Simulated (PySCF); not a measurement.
C₂H₆Cl₂Hf, multiplicity 1. Atoms are numbered in the order given.

```xyz
11

Hf     0.0000     0.0000    -0.1135
Cl    -2.0375     0.0000     1.0682
Cl     2.0375     0.0000     1.0682
C      0.0000    -1.7052    -1.4790
H     -0.8933    -1.6846    -2.1297
H      0.8933    -1.6846    -2.1297
H      0.0000    -2.6703    -0.9413
C      0.0000     1.7052    -1.4790
H      0.0000     2.6703    -0.9413
H      0.8933     1.6846    -2.1297
H     -0.8933     1.6846    -2.1297
```

Coordinates come from a PBE0-D3(BJ)/def2-SVP optimisation. The multiplicity is an assumed one; other spin states were not compared. The def2 effective core potentials stand for the cores of Hf; spin–orbit coupling is left out.

Vertical ionisation energy (IE) and electron affinity (EA) in eV. Rows of orbital energies are one-electron estimates. Where ΔSCF, EOM or ADC give a negative EA the extra electron is unbound and the value depends on the basis.

```tsv
level	IE	EA
−ε(HOMO), −ε(LUMO), PBE0/def2-TZVP (PySCF)	8.15	1.43
−ε(HOMO), −ε(LUMO), PBE/def2-TZVP (PySCF)	…	…
```

### Question
What belongs in the gaps? (Estimate from the structure and the level; the computed values follow.)

### Answer

- −ε(HOMO), −ε(LUMO), PBE/def2-TZVP (PySCF), IE: 6.79
- −ε(HOMO), −ε(LUMO), PBE/def2-TZVP (PySCF), EA: 2.33
